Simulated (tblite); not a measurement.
Run record: nudged-elastic-band run, `C[C@@H](CCC)CC` (3-methylhexane).

Computed with GFN2-xTB (tblite), gas phase: nudged elastic band of 9 images (0 to 8), spring 0.2 eV/Å², climbing image at the end, force threshold 0.05 eV/Å. No saddle search or frequency run followed, so the top image need not be a first-order saddle, and its height can exceed the method's true barrier by a kcal/mol or more. A driver script takes a list of jobs; this job's settings line and coordinates (Å) are shown. «atoms» counts from 0 and names the dihedral (C2–C3–C4–C6 when counted from 1); «turn» is the rotation in degrees that makes the guess of the end point.

Command:
```bash
OMP_NUM_THREADS=1 python probes_run.py task.json out
```

Input:
```
{"job": {"kind": "neb", "xc": "GFN2-xTB", "basis": "xTB", "atoms": [1, 2, 3, 5], "turn": 120}, "charge": 0, "multiplicity": 1}
C      3.310537     0.080866     0.258033
C      1.943854    -0.592218     0.206820
C      0.820421     0.431082     0.053844
C     -0.587954    -0.177102     0.085071
C     -0.838394    -1.054909    -1.138847
C     -1.629532     0.946108     0.179770
C     -3.037634     0.452956     0.493822
H      3.492173     0.643611    -0.655285
H      4.098196    -0.661619     0.364302
H      3.370443     0.767833     1.099639
H      1.786071    -1.164400     1.124300
H      1.928483    -1.292013    -0.629830
H      0.953950     0.976950    -0.883279
H      0.905347     1.154431     0.869179
H     -0.672605    -0.798891     0.983926
H     -1.839760    -1.475879    -1.114668
H     -0.134095    -1.881609    -1.174213
H     -0.732645    -0.470549    -2.050742
H     -1.639405     1.504296    -0.759377
H     -1.323547     1.637093     0.969153
H     -3.708702     1.298452     0.629028
H     -3.431248    -0.162922    -0.310137
H     -3.038705    -0.134582     1.409571
```

Output:
```
image   E - E0 / eV
  0       0.0000
  1       0.0149
  2       0.0639
  3       0.1367
  4       0.1906
  5       0.1777
  6       0.1135
  7       0.0513
  8       0.0175
```

Read off the barriers.

The highest image is 4: 0.191 eV (4.40 kcal/mol) above the start and 0.173 eV (3.99 kcal/mol) above the end. The band met its force threshold.

Which dihedral does each image have?

0: 170°, 1: -176°, 2: -160°, 3: -145°, 4: -128°, 5: -112°, 6: -95°, 7: -79°, 8: -65°.

Give the geometry of the highest image and of the end point.

Image 4:
```
atom  x, y, z in Å
C1      3.292    0.158    0.026
C2      1.900   -0.406   -0.247
C3      0.818    0.338    0.537
C4     -0.634   -0.195    0.397
C5     -0.774   -1.360   -0.581
C6     -1.574    0.956    0.005
C7     -3.056    0.607    0.110
H8      3.345    1.210   -0.247
H9      4.032   -0.384   -0.558
H10     3.549    0.063    1.080
H11     1.897   -1.462    0.022
H12     1.695   -0.325   -1.316
H13     0.841    1.382    0.218
H14     1.094    0.328    1.595
H15    -0.958   -0.561    1.378
H16    -1.809   -1.688   -0.625
H17    -0.177   -2.211   -0.261
H18    -0.466   -1.074   -1.583
H19    -1.348    1.267   -1.018
H20    -1.376    1.805    0.663
H21    -3.663    1.481   -0.118
H22    -3.333   -0.180   -0.586
H23    -3.299    0.276    1.118
```

Image 8:
```
atom  x, y, z in Å
C1      3.148    0.358   -0.122
C2      1.694    0.040   -0.454
C3      0.831    0.022    0.807
C4     -0.659   -0.275    0.576
C5     -0.863   -1.647   -0.065
C6     -1.334    0.835   -0.238
C7     -2.857    0.749   -0.223
H8      3.230    1.337    0.345
H9      3.756    0.356   -1.024
H10     3.552   -0.382    0.566
H11     1.648   -0.933   -0.946
H12     1.317    0.790   -1.150
H13     0.920    0.991    1.305
H14     1.231   -0.732    1.491
H15    -1.131   -0.292    1.567
H16    -1.905   -1.950    0.000
H17    -0.262   -2.397    0.446
H18    -0.578   -1.631   -1.114
H19    -0.987    0.792   -1.272
H20    -1.035    1.801    0.175
H21    -3.287    1.611   -0.728
H22    -3.204   -0.147   -0.732
H23    -3.228    0.731    0.800
```

Estimate the wall time. Hardware: Intel Xeon at 2.50 GHz, one thread, no GPU, shared host with 64 logical CPUs at a one-minute load of 38. And the peak memory of the process?

About 7.5 s, with 0.19 GiB resident at the peak, the Python interpreter and its libraries included.
